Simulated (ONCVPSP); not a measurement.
**Cutoff test, lanthanum, ONCV**

lanthanum, optimised norm-conserving Vanderbilt (ONCV), made with ONCVPSP 4.0.1 (PBEsol, scalar-relativistic). Core [Kr] 4d10, reference 5s2 5p6 5d1 6s2. Waves: 5s+6s: rc 2.60 bohr, ncon 4, nbas 8, qcut 4.4 1/bohr, 2 projectors; 5p: rc 2.15 bohr, ncon 4, nbas 9, qcut 6.7 1/bohr, 2 projectors, debl 3 Ha; 5d: rc 4.00 bohr, ncon 4, nbas 9, qcut 3.7 1/bohr, 2 projectors, debl 3.1 Ha; f scattering state at 0.1 Ha: rc 4.20 bohr, ncon 5, nbas 8, qcut 2.9 1/bohr, 2 projectors, debl 2.3 Ha. Local part: polynomial inside 1.75 bohr (lpopt 5, dvloc0 6 Ha). Core correction: Teter function, fcfact 2.5, rcfact 1.7.

In the f channel the program set the typed energies aside and used -0.161, 2.139 Ha.

**Question.** For each optimised wave give the share of its norm inside rc, the residual kinetic energy above qcut (Ha) and the cutoffs (Ha) for errors of 10, 1, 0.1 and 0.01 mHa per electron.

**Answer.**

| wave | norm inside rc | residual KE | 10 mHa | 1 mHa | 0.1 mHa | 0.01 mHa |
| --- | --- | --- | --- | --- | --- | --- |
| 5s | 0.965 | 8.8e-06 | 4.3 | 6.6 | 8.3 | 9.9 |
| 6s | 0.084 | 1.5e-05 | 1.9 | 6.4 | 8.4 | 10.1 |
| 5p | 0.747 | 1.7e-07 | 9.8 | 13.8 | 16.8 | 19.0 |
| p projector 2 | 0.146 | 3.5e-06 | 11.9 | 16.4 | 19.2 | 21.9 |
| 5d | 0.808 | 8.3e-07 | 3.4 | 4.6 | 5.4 | 6.2 |
| d projector 2 | 0.201 | 5.3e-04 | 5.4 | 6.7 | 17.7 | 25.9 |
| f projector 1 | 0.996 | 9.0e-02 | 11.9 | 14.4 | 16.7 | 19.7 |
| f projector 2 | 0.321 | 1.4e-01 | 15.8 | 18.8 | 20.6 | 25.7 |

The occupied waves need 14 Ha and 17 Ha for 1 and 0.1 mHa.
